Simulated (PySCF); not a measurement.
**Correlation energy of Rh (rhodium, neutral)**

[Kr] 4d8 5p1, one real determinant (an excited configuration). Computed with PySCF 2.14 in ANO-RCC-VTZP, with scalar relativity by spin-free X2C-1e. Frozen: [Kr]; 9 electrons correlated.

```csv
level,correlation energy (mhartree)
CCSD,-236.60
(T),-10.52
CCSD(T),-247.12
```

Diagnostics: T1 = 0.010, D1 = 0.0292, largest double amplitude 0.063.

The real determinant used has ⟨L²⟩ near 14 against 20 for a pure G term, so it mixes terms.

Cost of the coupled-cluster step: of the order of 6 core-seconds, for 9 correlated electrons.

The basis was made for the ground configuration and has no added diffuse functions, which can raise the energy of the promoted electron.

The reference is one real determinant that mixes LS terms of this configuration.
